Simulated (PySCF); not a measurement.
Ionisation energy of Pr⁺ by level of theory

Pr⁺ [Xe] 4f3 6s1 (high-spin determinant) → Pr²⁺ [Xe] 4f3 (high-spin determinant), as a difference of total energies. Calculation: PySCF 2.14, in x2c-TZVPPall; the spin-free X2C one-electron Hamiltonian (Gaussian nucleus). Correlated levels: valence: [Kr] 4d10 frozen; valence and next inner shell: [Ar] 3d10 frozen. The calculations carry no spin-orbit coupling.

```csv
method,ionisation energy (eV)
UHF,9.889
MP2 (valence),10.567
SCS-MP2 (valence),10.401
MP2 (valence and next inner shell),10.647
SCS-MP2 (valence and next inner shell),10.471
```

Task: How much does correlation contribute at MP2 (valence and next inner shell)?

Result: 10.647 − (9.889) = 0.758 eV, measured against UHF.

The reference lies between the lowest fine-structure levels, while these numbers refer to the centres of the terms.

Errors of the correlated levels include the incompleteness of this basis and the frozen core.

The determinant of Pr⁺ and of Pr²⁺ mixes LS terms, which raises its energy above the lowest term, most at the Hartree-Fock and MP2 levels.

For comparison: 10.631 ± 0.02 eV (semi-empirical (NIST evaluation); NIST Atomic Spectra Database, ionization energies).
